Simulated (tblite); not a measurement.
Run record: molecular-dynamics run, `CCc1cccnn1`.

Computed with GFN2-xTB (tblite), gas phase: Langevin dynamics at 300 K from the optimised GFN2-xTB geometry, time step 0.5 fs, friction 0.01 fs⁻¹, 2000 steps. A driver script takes a list of jobs; this job's settings line and coordinates (Å) are shown. «temperature» is in K, «steps» counts time steps and «every» is the stride of the printed frames; «frames» go on to single points.

Command:
```bash
OMP_NUM_THREADS=1 python probes_run.py task.json out
```

Input:
```
{"job": {"kind": "md", "xc": "GFN2-xTB", "basis": "xTB", "temperature": 300, "steps": 2000, "every": 50, "frames": 5}, "charge": 0, "multiplicity": 1}
C     -2.220981     0.555641    -0.239956
C     -1.048938    -0.037117    -1.024974
C      0.198566     0.012987    -0.198396
C      0.502979    -0.985789     0.734830
C      1.653860    -0.832290     1.477058
C      2.411271     0.313489     1.232587
N      2.063906     1.215587     0.337564
N      0.981545     1.067241    -0.364107
H     -2.007460     1.589069     0.021619
H     -3.127196     0.526255    -0.839470
H     -2.394262    -0.004760     0.676756
H     -1.272231    -1.071299    -1.295495
H     -0.890455     0.545647    -1.932337
H     -0.145837    -1.841469     0.857401
H      1.960028    -1.560934     2.213036
H      3.327605     0.516685     1.768665
```

Output:
```
t/fs     T/K      E/eV
    0.0   244.0   -618.52036
   25.0   186.5   -618.28101
   50.0   167.5   -618.19707
   75.0   192.9   -618.20244
  100.0   224.6   -618.19053
  125.0   288.0   -618.16645
  150.0   181.9   -618.03350
  175.0   209.4   -618.17113
  200.0   203.3   -617.86848
  225.0   260.1   -617.98277
  250.0   340.1   -618.00645
  275.0   305.1   -617.81812
  300.0   364.7   -617.91480
  325.0   367.9   -618.04602
  350.0   362.9   -618.08238
  375.0   288.4   -617.82245
  400.0   291.3   -617.84432
  425.0   276.3   -617.72375
  450.0   361.0   -617.84678
  475.0   308.7   -617.69586
  500.0   432.7   -617.72647
  525.0   506.8   -617.74366
  550.0   421.9   -617.65095
  575.0   341.8   -617.63754
  600.0   289.7   -617.76626
  625.0   330.9   -617.95187
  650.0   314.9   -617.91159
  675.0   236.2   -617.89985
  700.0   288.3   -617.95689
  725.0   392.2   -618.06742
  750.0   401.2   -618.13248
  775.0   376.8   -618.06336
  800.0   296.9   -617.97623
  825.0   323.0   -617.98495
  850.0   284.4   -617.93348
  875.0   343.2   -617.73444
  900.0   323.6   -617.78996
  925.0   377.6   -617.83728
  950.0   265.9   -617.70827
  975.0   384.1   -618.05879
 1000.0   303.4   -618.13216
```

E is the potential energy; T comes from the kinetic energy over all 3N coordinates.

Q: Sum up the printed frames.

A: 41 frames over 1000 fs. T runs from 168 K (50 fs) to 507 K (525 fs), with a mean of 309 K over all frames and 345 K from 500 fs on. E starts at -618.520 eV, peaks 0.883 eV above that at 575 fs, and averages 0.632 eV above it from 500 fs on.

Q: Give the last frame.

A: 1.56 Å rms from the start after alignment:
```
atom  x, y, z in Å  |  force x, y, z in eV/Å
C1     -2.053    1.549   -0.177    0.146  -0.657   0.199
C2     -1.597    1.724    1.275   -0.734  -1.324   0.277
C3     -0.413    0.788    1.455   -0.534   0.463  -0.594
C4     -0.522   -0.583    1.256   -0.983  -1.300   0.353
C5      0.630   -1.360    1.282   -0.488   1.236  -0.280
C6      1.816   -0.665    1.398    1.404   0.789   0.406
N7      1.863    0.657    1.653   -0.412  -0.865  -1.011
N8      0.771    1.358    1.590    0.351  -0.027   0.890
H9     -2.522    0.579   -0.374    0.752  -0.109   0.059
H10    -2.814    2.209   -0.451   -1.275   1.473  -0.043
H11    -1.231    1.795   -0.840    0.216  -0.518  -0.112
H12    -1.289    2.737    1.411    0.298   0.585   0.274
H13    -2.445    1.493    2.002    1.053   0.127  -0.845
H14    -1.497   -1.129    1.121    0.888   0.885   0.230
H15     0.548   -2.401    1.147    0.212  -0.948  -0.163
H16     2.823   -1.121    1.276   -0.894   0.192   0.360
```

Q: How long does this job take on an Arm Neoverse V1 with one thread, shared host?

A: About 11 s.
